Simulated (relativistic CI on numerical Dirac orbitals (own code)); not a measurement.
## Sc²⁺ in a cubic cluster: 2p photoemission with charge transfer

Computed with a charge-transfer multiplet model of a cubic metal-ligand cluster with up to 2 ligand holes, Slater and spin-orbit integrals from Dirac-Coulomb-Breit ions, Slater integrals scaled by 0.8. The ground state mixes d1 with configurations of k ligand holes L, whose averages lie at kΔ + k(k − 1)U_dd/2; a core hole lowers each added d electron by U_cd. 300 K, Lorentzian 0.6 eV and Gaussian 0.8 eV FWHM.

Atomic integrals in eV (Slater integrals scaled, ζ unscaled), ground: F2dd 4.710, F4dd 2.885, zeta_d 0.008; with the core hole: F2dd 4.710, F4dd 2.885, zeta_d 0.020, zeta_core 3.005, F2cd 4.113, G1cd 2.955, G3cd 1.675. Where a configuration has fewer than two d electrons, the dd integrals are those of d2.

Cluster parameters (eV): U_dd = 4, U_cd = 5, 10Dq = 0.25, 10Dq(ligand) = 0.2, V(eg) = 1.4, V(t2g) = -0.68, final-state hopping factor = 0.8.

```
      Case   n_d    d1   d2L  d3L2     S
Δ = 3.3 eV  1.42  0.62  0.35  0.04  0.50
Δ = 5.3 eV  1.25  0.76  0.22  0.01  0.50
Δ = 6.3 eV  1.20  0.81  0.18  0.01  0.50
```

Weights, n_d and S are thermal averages at 300 K. Binding energies count from the first peak over 30 % of the highest in each spectrum, which can be another peak from case to case. The parameters are a model scan and need not match a compound or its usual spin state. Peaks in eV (height, largest 100):
- Δ = 3.3 eV: 0.0 (100), 5.0 (75), 10.2 (16)
- Δ = 5.3 eV: 0.0 (100), 4.9 (67), 9.5 (10)
- Δ = 6.3 eV: 0.0 (100), 4.8 (59), 9.1 (7)

For the case Δ = 5.3 eV, Δ = 5.3 eV is larger than U_dd = 4 eV, the Mott-Hubbard side of the Zaanen-Sawatzky-Allen scheme. With the core hole the configuration with one ligand hole lies at Δ − U_cd = -1.7, 0.3, 1.3 eV from the one without, in the order of the table; where this is negative the screened configuration lies lower, though the effective hopping of about 2.5 eV (from the holes of the mixed ground state) mixes the two strongly wherever it is as large as the gap.
